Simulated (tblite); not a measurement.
Species: C₆H₉O₃ (doublet state).
Cartesian coordinates in Å at the GFN2-xTB level; atoms count from 1:
```
atom  x, y, z in Å
C1    -2.743   -0.963   -1.284
C2    -2.334    0.379   -0.794
C3    -1.225    0.619   -0.087
O4    -0.380   -0.364    0.283
C5     0.888    0.002    0.772
C6     1.838   -0.014   -0.407
C7     3.386    0.429    0.093
O8     3.967    0.863   -0.869
O9     3.553    0.210    1.262
H10   -2.924   -0.932   -2.358
H11   -1.976   -1.700   -1.065
H12   -3.674   -1.268   -0.807
H13   -2.989    1.208   -1.013
H14   -0.971    1.622    0.244
H15    0.864    0.988    1.250
H16    1.187   -0.746    1.511
H17    1.976   -1.011   -0.818
H18    1.549    0.685   -1.189
```

The geometry is computed with GFN2-xTB (gas phase). This method treats the open shell by occupation alone, without spin polarisation.

Take the most abundant isotopes and a rigid rotor. The values belong to one conformer with, in the numbering `[CH3:1]/[CH:2]=[CH:3]\[O:4][CH2:5][CH2:6][C:7]([O:8])=[O:9]`, C2–C3–O4–C5 167°, C3–O4–C5–C6 -93°, O4–C5–C6–C7 180°, C5–C6–C7–O8 -156°.

(1) Give the principal moments of inertia and the rotational constants in cm⁻¹.

(2) What kind of rotor is it?

(3) Is it planar, by Δ = Ic − Ia − Ib?

Results:

(1) Ia = 105.95, Ib = 837.48, Ic = 876.55 u·Å²; 505379 MHz·u·Å²/I gives 4770, 603.4 and 576.6 MHz, that is A = 0.15912, B = 0.02013, C = 0.01923 cm⁻¹.

(2) A near-prolate asymmetric top. Ray's parameter κ = (2B − A − C)/(A − C) = -0.987; −1 is the prolate and +1 the oblate limit.

(3) Not planar: Δ = Ic − Ia − Ib = -66.88 u·Å². For a rigid frame Δ = −2 Σ m c², so Σ m c² = 33.44 u·Å² lies off the ab plane: 12.59 from hydrogen and 20.85 from heavier atoms. The atom farthest from that plane is 1.77 Å away.

For this open shell read J as N, the rotation without spin; fine and hyperfine splittings come on top. Its GFN2-xTB frequencies are all real (lowest 18 cm⁻¹). Constants of a rigid frame at the computed geometry: no zero-point averaging, no centrifugal distortion.

Hardware: one thread of an Intel Xeon at 2.50 GHz, on a shared host. Cost: 4.6 s wall, 4.0 s CPU. That covers the optimisation of the geometry.
